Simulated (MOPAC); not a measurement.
Input file for MOPAC: PM7 on H4SSe (a complex), monomers drawn apart or pushed together.

```
PM7 1SCF PRECISE CHARGE=0 THREADS=1
H4SSe

S     -0.23344105 1    -0.23086733 1    -0.08260392 1
H      0.58208655 1     0.81659205 1     0.11794158 1
H     -1.30168883 1     0.43315143 1     0.38675016 1
Se     0.52724146 1     0.41191003 1     6.47351975 1
H      0.74429490 1     0.18205159 1     7.91227558 1
H      0.73773742 1    -1.00735666 1     6.16496101 1
```

It printed:

```
*******************************************************************************
 **                                                                           **
 **                              MOPAC v23.2.5                                **
 **                                                                           **
 *******************************************************************************
 ** MOPAC's Digital Object Identifier: https://doi.org/10.5281/zenodo.6511958 **
 **                                                                           **
 ** Please cite the open-source release paper for use of this MOPAC version:  **
 ** J. E. Moussa and J. J. P. Stewart (2026)                                  **
 ** MOPAC: An open-source semiempirical molecular orbital program             **
 ** J. Open Source Softw., 11(119), 8025, https://doi.org/10.21105/joss.08025 **
 *******************************************************************************

                              PM7 CALCULATION RESULTS

 *******************************************************************************
 *  PM7        - The PM7 Hamiltonian to be used
 *
 *
 *
 *                 CHARGE ON SYSTEM = 0
 *
 *
 *
 *  PRECISE    - TIGHTER CRITERIA TO BE USED
 *  1SCF       - DO 1 SCF AND THEN STOP
 *  THREADS=1  - MULTI-THREADING NOT USED
 *  T=         - A TIME OF 172800.0 SECONDS REQUESTED
 *  DUMP=N     - RESTART FILE WRITTEN EVERY 7200.0 SECONDS REQUESTED
 *******************************************************************************
PM7 1SCF PRECISE CHARGE=0 THREADS=1
 H4SSe

   ATOM   CHEMICAL          X               Y               Z
  NUMBER   SYMBOL      (ANGSTROMS)     (ANGSTROMS)     (ANGSTROMS)

     1       S         -0.23344105  *  -0.23086733  *  -0.08260392  *
     2       H          0.58208655  *   0.81659205  *   0.11794158  *
     3       H         -1.30168883  *   0.43315143  *   0.38675016  *
     4      Se          0.52724146  *   0.41191003  *   6.47351975  *
     5       H          0.74429490  *   0.18205159  *   7.91227558  *
     6       H          0.73773742  *  -1.00735666  *   6.16496101  *



          CARTESIAN COORDINATES

    NO.       ATOM           X           Y           Z

     1         S         -0.2334     -0.2309     -0.0826
     2         H          0.5821      0.8166      0.1179
     3         H         -1.3017      0.4332      0.3868
     4        Se          0.5272      0.4119      6.4735
     5         H          0.7443      0.1821      7.9123
     6         H          0.7377     -1.0074      6.1650

 General Reference for PM7:
 "Optimization of Parameters for Semiempirical Methods VI: More Modifications to the
 NDDO Approximations and Re-optimization of Parameters", J. J. P. Stewart, J. Mol. Mod., 1:32, 19 (2013)
 https://link.springer.com/article/10.1007/s00894-012-1667-x

           Empirical Formula: H4 S Se  =     6 atoms



      MOLECULAR POINT GROUP   :   Cs


      RHF CALCULATION, NO. OF DOUBLY OCCUPIED LEVELS = 8


 -------------------------------------------------------------------------------
 PM7 1SCF PRECISE CHARGE=0 THREADS=1
 H4SSe



     1SCF WAS SPECIFIED, SO BFGS WAS NOT USED
     SCF FIELD WAS ACHIEVED


                              PM7 CALCULATION
                                                       MOPAC v23.2.5 Linux




          FINAL HEAT OF FORMATION =        -10.72130 KCAL/MOL =     -44.85791 KJ/MOL


          COSMO AREA              =        126.55 SQUARE ANGSTROMS
          COSMO VOLUME            =         92.49 CUBIC ANGSTROMS

          IONIZATION POTENTIAL    =          8.319932 EV
          HOMO LUMO ENERGIES (EV) =         -8.320 -0.829
          NO. OF FILLED LEVELS    =          8
          MOLECULAR WEIGHT        =        115.0516         POINT GROUP:  Cs

          MOLECULAR DIMENSIONS (Angstroms)

            Atom       Atom       Distance
            H     5    S     1     8.06502
            H     6    H     2     2.20728
            H     3    H     2     1.73467


          SCF CALCULATIONS        =          1





   ATOM   CHEMICAL          X               Y               Z
  NUMBER   SYMBOL      (ANGSTROMS)     (ANGSTROMS)     (ANGSTROMS)

     1       S         -0.23344105  *  -0.23086733  *  -0.08260392  *
     2       H          0.58208655  *   0.81659205  *   0.11794158  *
     3       H         -1.30168883  *   0.43315143  *   0.38675016  *
     4      Se          0.52724146  *   0.41191003  *   6.47351975  *
     5       H          0.74429490  *   0.18205159  *   7.91227558  *
     6       H          0.73773742  *  -1.00735666  *   6.16496101  *

                             CARTESIAN COORDINATES

   1    S       -0.233441050    -0.230867330    -0.082603920
   2    H        0.582086550     0.816592050     0.117941580
   3    H       -1.301688830     0.433151430     0.386750160
   4   Se        0.527241460     0.411910030     6.473519750
   5    H        0.744294900     0.182051590     7.912275580
   6    H        0.737737420    -1.007356660     6.164961010


           Empirical Formula: H4 S Se  =     6 atoms



      MOLECULAR POINT GROUP   :   Cs


                  EIGENVALUES
 -27.01629 -24.01330 -14.20025 -12.49564 -11.75867 -11.19688  -9.36109  -8.31993
  -0.82924  -0.24591  -0.13623   0.01858   0.04534   1.09343   1.48805   2.80413
   3.37431


              NET ATOMIC CHARGES AND DIPOLE CONTRIBUTIONS

  ATOM NO.   TYPE          CHARGE      No. of ELECS.   s-Pop       p-Pop       d-Pop
    1          S          -0.327899        6.3279     1.87677     4.30638     0.14476
    2          H           0.163954        0.8360     0.83605
    3          H           0.163945        0.8361     0.83606
    4         Se          -0.063269        6.0633     1.93447     4.12880
    5          H           0.031497        0.9685     0.96850
    6          H           0.031773        0.9682     0.96823
 DIPOLE           X         Y         Z       TOTAL
 POINT-CHG.    -0.134     1.096     0.698     1.307
 HYBRID         0.204    -0.657     0.777     1.037
 SUM            0.070     0.440     1.475     1.541


          ATOMIC ORBITAL ELECTRON POPULATIONS

     Atom    s        px        py        pz      x^2-y^2     xz        z^2       yz        xy
    1  S   1.87677   1.09219   1.33321   1.88097   0.01055   0.01750   0.02422   0.01492   0.07756
    2  H   0.83605
    3  H   0.83606
    4 Se   1.93447   1.95994   1.09871   1.07015
    5  H   0.96850
    6  H   0.96823

 **********************
 *                    *
 * JOB ENDED NORMALLY *
 *                    *
 **********************




 == MOPAC DONE ==
```

The run finished.

Cost: about 0.020 core-seconds (a rough figure).
